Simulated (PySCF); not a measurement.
## Polarisability and C₆ of Sr²⁺ (strontium, charge +2)

[Kr], closed-shell 1S. Computed with PySCF 2.14 in aug-cc-pVTZ-X2C, with the spin-free X2C one-electron Hamiltonian (Gaussian nucleus). Coupled (time-dependent) response in atomic units; α is the mean over directions.

```tsv
method	mean α (bohr³)	C₆ (like pair)	S(−4)
UHF	5.704	26.76	4.899
PBE	5.818	27.29	5.248
PBE0	5.752	26.91	5.074
revPBE	5.813	27.25	5.243
r2SCAN0	5.694	27.06	4.759
```

S(−4) is the Cauchy moment in α(ω) = α(0) + S(−4) ω² + …

α(iu) at PBE0:

```tsv
u (hartree)	α(iu) (bohr³)
0	5.752
0.0500	5.739
0.100	5.701
0.200	5.556
0.300	5.330
0.500	4.723
0.750	3.872
1.00	3.102
1.50	1.989
2.00	1.329
3.00	0.6849
5.00	0.2702
```

For an ion, C₆ is the dispersion term alone; charge-induced terms of lower order in 1/R come first.
